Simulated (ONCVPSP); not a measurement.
Cs (Z = 55), ONCV: configuration errors across variants

```json
{
  "Element": "caesium",
  "Generator": "ONCVPSP 4.0.1",
  "Type": "optimised norm-conserving Vanderbilt (ONCV)",
  "Functional": "PBEsol",
  "Relativity": "scalar-relativistic",
  "Frozen core": "[Kr] 4d10",
  "Valence charge": "9",
  "Reference configuration": "5s2 5p6 6s1",
  "Partial waves": "5s+6s: rc 3.45 bohr, ncon 4, nbas 7, qcut 4.4 1/bohr, 2 projectors; 5p: rc 2.45 bohr, ncon 3, nbas 6, qcut 5.9 1/bohr, 2 projectors, debl 2.3 Ha; d scattering state at 0.4 Ha: rc 3.70 bohr, ncon 5, nbas 8, qcut 3.1 1/bohr, 3 projectors, debl 1.6 Ha",
  "Local potential": "polynomial inside 2.35 bohr (lpopt 5, dvloc0 1 Ha)",
  "Core correction": "none"
}
```

In the d channel the program set the typed energies aside and used 0.050, 1.650, 3.250 Ha.

All-electron excitation energies from the reference (eV): (1) 5s2 5p6 6s0 3.792; (2) 5s2 5p6 6s0.5 1.457; (3) 5s2 5p6 6s0 6p1 1.352; (4) 5s2 5p5 6s1 17.893.

Errors AE − PS in meV (a dash: test not solved or not reliable):

| change | (1) | (2) | (3) | (4) | bound ghosts | GHOST(+) flags above zero |
| --- | --- | --- | --- | --- | --- | --- |
| base | -0.3 | 0.0 | +0.1 | +3.0 | none | none |
| p: debl 0.6 | -0.3 | 0.0 | 0.0 | +3.0 | none | none |
| p: debl 1.25 | -0.3 | 0.0 | 0.0 | +2.9 | none | none |
| p: debl 2.6 | -0.3 | 0.0 | +0.2 | +3.0 | none | none |

Problem. Give the same row for: p: debl 4.1.

Solution. -0.3, 0.0, +0.9, +3.6; bound ghosts: none; GHOST(+) flags above zero: none.
